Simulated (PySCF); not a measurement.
A PySCF script (with the pyscf-properties extension) for the NMR shieldings of SMILES C=CC(=O)NCB(O)O, C4H8BNO3, on a GFN2-xTB geometry:

```python
import basis_set_exchange as bse
import numpy as np
from pyscf import gto, dft
from pyscf.prop import nmr

atoms = """
C     2.789291   -0.881002   -0.162478
C     2.268281    0.169669   -0.775678
C     0.872173    0.654675   -0.615048
O     0.272249    1.159519   -1.558612
N     0.340655    0.502555    0.607057
C    -0.980026    0.984544    1.004882
B    -2.228639    0.396126    0.148732
O    -3.278915   -0.065420    0.864967
O    -2.267531    0.394732   -1.190713
H     3.794959   -1.208863   -0.366223
H     2.234786   -1.477471    0.544823
H     2.827771    0.709808   -1.526560
H     0.918832    0.105227    1.328642
H    -0.989820    2.077567    0.907437
H    -1.107388    0.753206    2.060555
H    -4.011591   -0.365136    0.324180
H    -1.462084    0.751756   -1.605873
"""
names = dict.fromkeys(["C", "O", "N", "B", "H"], "pcSseg-1")
basis = {el: gto.basis.parse(bse.get_basis(n, elements=[el], fmt="nwchem")) for el, n in names.items()}
mol = gto.M(atom=atoms, basis=basis, charge=0, verbose=0)
mf = dft.RKS(mol, xc="PBE0")
mf.grids.level = 2
mf.grids.alignment = dft.numint.BLKSIZE   # the property module wants whole blocks of grid points
mf.conv_tol = 1e-9
mf.kernel()

calc = nmr.RKS(mf)   # GIAO
C = mf.mo_coeff
Co = C[:, mf.mo_occ > 0]
resp = mf.gen_response(singlet=True, hermi=2)
def vind(x):   # induced exchange potential for any number of trial vectors
    d = np.einsum("pi,xij,qj->xpq", C, 2 * x.reshape(-1, C.shape[1], Co.shape[1]), Co, optimize=True)
    return np.einsum("xpq,pi,qj->xij", resp(d - d.transpose(0, 2, 1)), C, Co, optimize=True).ravel()
mo1, _ = nmr.rhf.solve_mo1(calc, with_cphf=vind)
sigma = calc.kernel(mo1)
for i, s in enumerate(sigma):   # ppm
    w = np.linalg.eigvalsh((s + s.T) / 2)
    print("%2d %-2s iso %8.1f  s11 %8.1f  s22 %8.1f  s33 %8.1f" % (i, mol.atom_pure_symbol(i), w.mean(), *w))
```

Problem. Give the expected output.

Solution. 
```
 0 C  iso     60.0  s11    -56.6  s22     67.2  s33    169.4
 1 C  iso     41.3  s11    -70.3  s22     54.2  s33    140.1
 2 C  iso     13.5  s11    -67.4  s22     11.9  s33     96.0
 3 O  iso    -33.6  s11   -300.2  s22   -147.1  s33    346.4
 4 N  iso    144.0  s11     48.7  s22    166.9  s33    216.4
 5 C  iso    153.1  s11    128.8  s22    149.2  s33    181.4
 6 B  iso     73.7  s11     56.8  s22     73.2  s33     91.2
 7 O  iso    219.8  s11    126.1  s22    264.5  s33    268.8
 8 O  iso    181.7  s11     66.2  s22    224.8  s33    254.0
 9 H  iso     25.9  s11     23.9  s22     25.1  s33     28.8
10 H  iso     25.9  s11     22.7  s22     25.1  s33     30.0
11 H  iso     25.3  s11     23.6  s22     24.0  s33     28.2
12 H  iso     26.3  s11     19.0  s22     28.8  s33     31.1
13 H  iso     28.5  s11     24.1  s22     27.7  s33     33.6
14 H  iso     29.2  s11     24.5  s22     28.9  s33     34.1
15 H  iso     27.8  s11     22.0  s22     23.3  s33     38.1
16 H  iso     22.7  s11     12.5  s22     20.2  s33     35.4
```

These numbers come from an equivalent density-fitted implementation of the same equations, which agrees with the script to about 0.01 ppm for H and up to a few tenths of a ppm for heavy atoms, so last digits may differ.

Size and cost of the density-fitted run: 193 basis functions, 32 s wall time on 1 thread of an Arm Neoverse V1, shared host; peak memory 0.78 GiB.
